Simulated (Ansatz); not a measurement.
`FC(F)(F)C(Cl)(Cl)Cl` → `Cl[C]Cl` + `FC(F)(F)Cl` at 500 K and 1 bar (formal loss of a carbene).

Calculated with Ansatz (gas phase, PBE0-D4/def2-TZVP geometries, no zero-point term in ΔE). CCSD(T)/CBS adds triple-zeta CCSD(T) − MP2 to the extrapolated MP2 energy (def2 sets, frozen cores). This one scheme is used for every species.

```
              species  CCSD(T)/CBS energy (Eh)  H − E (kJ/mol)  S (J/(mol·K))
`FC(F)(F)C(Cl)(Cl)Cl`              -1754.79584           114.0          434.9
            `Cl[C]Cl`               -957.49147            32.6          290.0
         `FC(F)(F)Cl`               -797.19793            69.2          324.4
```

H − E and S are ideal-gas, rigid-rotor, harmonic terms from PBE0-D4/def2-TZVP. 1 Eh = 2625.50 kJ/mol, R = 8.31446 J/(mol·K).

Problem. By hand: ΔE, ΔH, ΔS and ΔG.

Solution. ΔE = (-957.49147) + (-797.19793) − (-1754.79584) = 0.10644 Eh = 279.5 kJ/mol. Δ(H − E) = 32.6 + 69.2 − 114.0 = -12.2, so ΔH = 267.3 kJ/mol. ΔS = 290.0 + 324.4 − 434.9 = 179.5 J/(mol·K). ΔG = 267.3 − 500 × (179.5)/1000 = 177.6 kJ/mol.

Problem. By hand: the equilibrium constant, and the temperature at which ΔG would vanish if ΔH and ΔS stayed fixed.

Solution. log₁₀ K = −ΔG/(RT ln 10) = -18.6. ΔG = 0 at ΔH/ΔS = 1489 K.

The number of gas molecules changes by +1, which sets the sign of ΔS. A doubt of 5 kJ/mol in ΔE shifts log₁₀ K by 0.5 here. These are equilibria of isolated gas molecules and say nothing of rates. Largest T1 diagnostic: 0.020 (customary marks: 0.02 for closed shells, 0.045 for open ones).
